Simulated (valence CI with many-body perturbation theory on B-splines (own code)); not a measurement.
**E1 transitions of Cd XXXIV**

Computed by configuration interaction combined with many-body perturbation theory (CI+MBPT): five valence electrons over a frozen Dirac-Fock core [Ne], radial functions for each j: 9 s, 9 p, 8 d, 6 f, 3 g, 1 h, with the one-electron correlation potential Σ1, the two-electron term Σ2, the three-electron term Σ3, Breit, model QED; selected CI, second order for the rest (own B-spline code, finite nucleus).

The last digits are not significant, and no measured levels were compared; by estimate large intervals hold to a few tenths of a per cent, small ones and those within an open d or f shell to about a per cent. Among the levels kept, up to 600 cm⁻¹ of a level comes from second order outside the variational space, and about a tenth of that is noise between levels of different J, which matters for small intervals.

Lines 1 to 50 of 204 in falling wavelength, among levels below 2199600 cm⁻¹, chosen from the strongest by gf and those to the six lowest levels. Wavelengths and rates use the calculated energies. Electric multipoles are in the length gauge, E1 and E2 with the static RPA response of the core. Weak lines are less certain than strong ones. Lines between different terms over intervals too small for the method are left out, as are lines whose strength nearly cancels. The highest levels of a list are the least certain.

Levels are named by their leading jj configuration (3d3/2^4 stands for four electrons in 3d with j = 3/2), which in mixed levels can hold well under half, so a name can repeat and another be missing. Letters in brackets count levels of one name in rising energy.

| λ vac (nm) | Upper | Lower | A (s⁻¹) | S (a.u.) |
| --- | --- | --- | --- | --- |
| 40.29 | (3s 3p1/2^2 3p3/2^2) J=5/2 | (3s^2 3p3/2^3) J=3/2 | 1.23e+06 | 2.39e-04 |
| 36.26 | (3s^2 3p1/2^2 3d3/2) J=3/2 | (3s^2 3p3/2^3) J=3/2 | 4.41e+06 | 4.15e-04 |
| 27.52 | (3s 3p1/2^2 3p3/2 3d5/2) J=5/2 | (3s^2 3p3/2^2 3d5/2) J=7/2 | 3.32e+07 | 2.05e-03 |
| 24.69 | (3s 3p1/2^2 3p3/2^2) J=1/2 | (3s^2 3p3/2^3) J=3/2 | 6.11e+07 | 9.07e-04 |
| 23.49 | (3s 3p1/2^2 3p3/2^2) J=3/2 | (3s^2 3p3/2^3) J=3/2 | 1.19e+08 | 3.04e-03 |
| 22.72 | (3s^2 3p1/2^2 3d5/2) J=5/2 | (3s^2 3p3/2^3) J=3/2 | 1.34e+06 | 4.66e-05 |
| 22.62 | (3s 3p1/2^2 3p3/2 3d3/2) J=3/2 [a] | (3s^2 3p1/2 3p3/2 3d3/2) J=1/2 [b] | 1.07e+08 | 2.45e-03 |
| 22.54 | (3s 3p1/2^2 3p3/2 3d3/2) J=5/2 | (3s^2 3p1/2 3p3/2 3d3/2) J=5/2 [b] | 5.36e+07 | 1.82e-03 |
| 22.25 | (3s 3p1/2^2 3p3/2 3d3/2) J=3/2 [a] | (3s^2 3p1/2 3p3/2 3d3/2) J=5/2 [b] | 8.05e+07 | 1.75e-03 |
| 22.01 | (3s 3p1/2^2 3p3/2 3d3/2) J=7/2 | (3s^2 3p1/2 3p3/2 3d5/2) J=7/2 [b] | 3.70e+07 | 1.56e-03 |
| 21.66 | (3s 3p1/2^2 3p3/2 3d3/2) J=7/2 | (3s^2 3p1/2 3p3/2 3d3/2) J=5/2 [b] | 1.82e+08 | 7.31e-03 |
| 21.37 | (3s 3p1/2^2 3p3/2 3d3/2) J=5/2 | (3s^2 3p1/2 3p3/2 3d3/2) J=3/2 [b] | 3.35e+08 | 9.68e-03 |
| 19.79 | (3p1/2^2 3p3/2^3) J=3/2 | (3s^2 3p1/2 3p3/2 3d5/2) J=3/2 [c] | 1.41e+08 | 2.16e-03 |
| 19.44 | (3s 3p1/2^2 3p3/2 3d3/2) J=3/2 [a] | (3s^2 3p1/2 3p3/2 3d5/2) J=3/2 [a] | 1.02e+08 | 1.48e-03 |
| 19.02 | (3s 3p1/2^2 3p3/2 3d3/2) J=1/2 | (3s 3p1/2 3p3/2^3) J=1/2 | 2.90e+08 | 1.97e-03 |
| 18.91 | (3p1/2^2 3p3/2^3) J=3/2 | (3s^2 3p1/2 3p3/2 3d5/2) J=3/2 [b] | 4.15e+08 | 5.53e-03 |
| 18.82 | (3s 3p1/2^2 3p3/2 3d5/2) J=5/2 | (3s^2 3p1/2 3p3/2 3d5/2) J=3/2 [b] | 2.01e+08 | 3.98e-03 |
| 18.81 | (3s 3p1/2^2 3p3/2 3d3/2) J=7/2 | (3s^2 3p1/2 3p3/2 3d5/2) J=5/2 [a] | 7.47e+08 | 1.96e-02 |
| 18.64 | (3s 3p1/2^2 3p3/2 3d3/2) J=3/2 [b] | (3s^2 3p1/2 3p3/2 3d3/2) J=1/2 [b] | 1.16e+08 | 1.49e-03 |
| 17.94 | (3s 3p1/2^2 3p3/2 3d3/2) J=7/2 | (3s^2 3p1/2 3p3/2 3d5/2) J=9/2 | 7.45e+07 | 1.70e-03 |
| 17.60 | (3s 3p1/2^2 3p3/2 3d3/2) J=3/2 [b] | (3s^2 3p1/2 3p3/2 3d3/2) J=3/2 [b] | 5.94e+08 | 6.40e-03 |
| 16.98 | (3s 3p1/2 3p3/2^3) J=3/2 | (3s^2 3p3/2^3) J=3/2 | 3.84e+06 | 3.70e-05 |
| 16.88 | (3s 3p1/2^2 3p3/2 3d5/2) J=5/2 | (3s^2 3p1/2 3p3/2 3d3/2) J=5/2 [b] | 3.54e+08 | 5.05e-03 |
| 16.83 | (3s^2 3p1/2^2 3d3/2) J=3/2 | (3s^2 3p1/2 3p3/2^2) J=1/2 | 1.09e+04 | 1.03e-07 |
| 16.72 | (3s^2 3p1/2 3p3/2 3d3/2) J=5/2 [a] | (3s^2 3p3/2^3) J=3/2 | 1.47e+08 | 2.03e-03 |
| 16.65 | (3s^2 3p1/2 3p3/2 3d3/2) J=3/2 [a] | (3s^2 3p3/2^3) J=3/2 | 2.77e+08 | 2.53e-03 |
| 16.53 | (3s^2 3p1/2 3p3/2 3d3/2) J=1/2 [a] | (3s^2 3p3/2^3) J=3/2 | 1.27e+08 | 5.66e-04 |
| 16.29 | (3s 3p1/2^2 3p3/2 3d3/2) J=3/2 [b] | (3s^2 3p1/2 3p3/2 3d5/2) J=5/2 [a] | 6.51e+08 | 5.55e-03 |
| 16.28 | (3p1/2^2 3p3/2^3) J=3/2 | (3s^2 3p1/2 3p3/2 3d3/2) J=3/2 [b] | 4.81e+08 | 4.10e-03 |
| 16.22 | (3s 3p1/2^2 3p3/2 3d5/2) J=5/2 | (3s^2 3p1/2 3p3/2 3d3/2) J=3/2 [b] | 9.68e+07 | 1.22e-03 |
| 16.17 | (3s 3p1/2^2 3p3/2 3d5/2) J=9/2 | (3s^2 3p1/2 3p3/2 3d5/2) J=9/2 | 1.62e+09 | 3.38e-02 |
| 16.00 | (3s 3p1/2^2 3p3/2 3d3/2) J=5/2 | (3s 3p1/2 3p3/2^3) J=5/2 | 1.02e+08 | 1.24e-03 |
| 15.87 | (3s 3p1/2^2 3p3/2 3d3/2) J=5/2 | (3s^2 3p1/2 3p3/2 3d3/2) J=7/2 | 4.89e+08 | 5.79e-03 |
| 15.85 | (3s 3p1/2^2 3p3/2 3d3/2) J=3/2 [a] | (3s 3p1/2 3p3/2^3) J=5/2 | 1.68e+08 | 1.32e-03 |
| 15.74 | (3s 3p1/2^2 3p3/2^2) J=5/2 | (3s^2 3p1/2 3p3/2^2) J=5/2 | 1.55e+09 | 1.79e-02 |
| 15.43 | (3s 3p1/2^2 3p3/2 3d3/2) J=7/2 | (3s^2 3p1/2 3p3/2 3d3/2) J=7/2 | 1.87e+09 | 2.71e-02 |
| 15.27 | (3s 3p1/2 3p3/2^3) J=5/2 | (3s^2 3p3/2^3) J=3/2 | 1.55e+09 | 1.64e-02 |
| 15.27 | (3p1/2^2 3p3/2^3) J=3/2 | (3s^2 3p1/2 3p3/2 3d5/2) J=3/2 [a] | 8.57e+08 | 6.02e-03 |
| 15.21 | (3s 3p1/2^2 3p3/2 3d5/2) J=5/2 | (3s^2 3p1/2 3p3/2 3d5/2) J=3/2 [a] | 7.62e+08 | 7.95e-03 |
| 15.10 | (3s 3p1/2^2 3p3/2 3d5/2) J=5/2 | (3s^2 3p1/2 3p3/2 3d5/2) J=5/2 [a] | 5.38e+08 | 5.49e-03 |
| 15.08 | (3s^2 3p1/2^2 3d3/2) J=3/2 | (3s^2 3p1/2 3p3/2^2) J=5/2 | 9.23e+08 | 6.25e-03 |
| 15.02 | (3p1/2^2 3p3/2^3) J=3/2 | (3s 3p1/2 3p3/2^3) J=1/2 | 1.11e+09 | 7.43e-03 |
| 14.84 | (3s 3p1/2^2 3p3/2 3d5/2) J=9/2 | (3s^2 3p1/2 3p3/2 3d5/2) J=7/2 [a] | 3.72e+09 | 6.01e-02 |
| 14.72 | (3s 3p1/2^2 3p3/2 3d3/2) J=5/2 | (3s^2 3p1/2 3p3/2 3d3/2) J=3/2 [a] | 4.60e+08 | 4.34e-03 |
| 14.69 | (3s 3p1/2^2 3p3/2 3d3/2) J=3/2 [a] | (3s^2 3p1/2 3p3/2 3d3/2) J=1/2 [a] | 6.57e+08 | 4.11e-03 |
| 14.68 | (3s 3p1/2^2 3p3/2 3d3/2) J=1/2 | (3s^2 3p1/2 3p3/2 3d3/2) J=1/2 [a] | 2.37e+09 | 7.41e-03 |
| 14.67 | (3s 3p1/2^2 3p3/2 3d3/2) J=5/2 | (3s^2 3p1/2 3p3/2 3d3/2) J=5/2 [a] | 2.01e+09 | 1.88e-02 |
| 14.60 | (3s 3p1/2^2 3p3/2 3d3/2) J=3/2 [a] | (3s^2 3p1/2 3p3/2 3d3/2) J=3/2 [a] | 1.46e+09 | 8.98e-03 |
| 14.59 | (3s 3p1/2^2 3p3/2 3d3/2) J=1/2 | (3s^2 3p1/2 3p3/2 3d3/2) J=3/2 [a] | 9.88e+08 | 3.03e-03 |
| 14.55 | (3s 3p1/2^2 3p3/2 3d3/2) J=3/2 [a] | (3s^2 3p1/2 3p3/2 3d3/2) J=5/2 [a] | 1.02e+09 | 6.21e-03 |
